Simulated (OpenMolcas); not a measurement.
## Co2+ in CsCaF3: curves along the breathing mode

Co2+ with its 6 nearest fluoride ions, on the Ca site of CsCaF3 (a = 4.526 Å, distance in the model lattice 2.263 Å). The rest of the host is ab initio model potentials to 7.6 Å, with orthogonalisation functions on the cations behind the ligands, and point charges beyond; the distance is set by hand and nothing relaxes. Ligand basis ANO-RCC-VDZP.

| Item | Value |
| --- | --- |
| Program | OpenMolcas |
| Method | CASSCF |
| Basis | ANO-RCC-VDZP [5s4p2d1f] |
| Scalar Hamiltonian | DKH2, point nucleus |
| Active space | 7 electrons in 5 orbitals (3d) |
| State averaging | 2S+1 = 4 even, 10 roots; 2S+1 = 2 even, 40 roots |
| Spin-orbit coupling | state interaction with AMFI integrals over the reference wave functions |

Spin-free energies (labels of O, the rotations of Oh) in cm-1 above the lowest fitted minimum, as all ligands move together:

| R (Å) | 4T1 | 4T2 | 4A2 | 2E | 2T1 | 2T2 | 4T1(2) |
| --- | --- | --- | --- | --- | --- | --- | --- |
| 1.987 | 4000 | 11050 | 19370 | 18290 | 24050 | 24420 | 28100 |
| 2.034 | 1210 | 7360 | 14650 | 16390 | 21280 | 21540 | 24540 |
| 2.081 | 60 | 5440 | 11850 | 16000 | 20130 | 20280 | 22740 |
| 2.128 | 400 | 5110 | 10750 | 16960 | 20450 | 20510 | 22520 |
| 2.175 | 2110 | 6250 | 11230 | 19180 | 22120 | 22100 | 23760 |
| 2.221 | 5070 | 8720 | 13140 | 22550 | 25020 | 24940 | 26320 |
| 2.268 | 9410 | 12640 | 16560 | 27230 | 29310 | 29170 | 30330 |

Cubic fits give the following; the wavenumber is harmonic, with the mass of all moving ligands, small differences in it between states hang on the degree of the fit, a number in brackets counts states of one label, and the table is a selection of at most 14 states with clean curves.

| State | R0 (Å) | Breathing mode (cm-1) | Minimum (cm-1) |
| --- | --- | --- | --- |
| 4T1 | 2.094 | 444 | 0 |
| 4T2 | 2.115 | 454 | 5020 |
| 4A2 | 2.137 | 462 | 10700 |
| 2E | 2.072 | 429 | 15970 |
| 2T1 | 2.095 | 441 | 20060 |
| 2T2 | 2.098 | 442 | 20180 |
| 4T1(2) | 2.112 | 453 | 22410 |
| 2A1 | 2.114 | 453 | 23250 |
| 2T1(2) | 2.098 | 444 | 25740 |
| 2T2(2) | 2.108 | 452 | 27830 |
| 2T1(3) | 2.113 | 454 | 28110 |
| 2E(2) | 2.117 | 450 | 29940 |
| 2E(3) | 2.127 | 467 | 32480 |
| 2T1(4) | 2.128 | 458 | 32640 |

The minimum of 4T2 is shifted by +0.0208 Å against 4T1 (from the unrounded fits). With M = 114.0 u for the moving shell, the Huang-Rhys factor in this mode is S = M ω ΔR² / 2ħ = 0.01483 × 114.0 × 444 × 0.0208² = 0.32. Only the first shell moves, against a rigid host.

An orbital triplet at a regular site is open to Jahn-Teller coupling, which can distort the site and quench the lowest spin-orbit gaps and is left out. Without dynamic correlation the repulsion within the d shell is too large (B by tens of per cent), so at a given field states of lower spin stand too high. Ligand-to-metal charge-transfer states are missing. With no ligand orbital active B as a rule stays too high, so bands that hang on it stand too high and its fall with covalency is understated. With metal d orbitals alone and no dynamic correlation 10Dq can be off by a tenth to a fifth, either way, in oxide and fluoride hosts. No measured value stands beside these numbers.
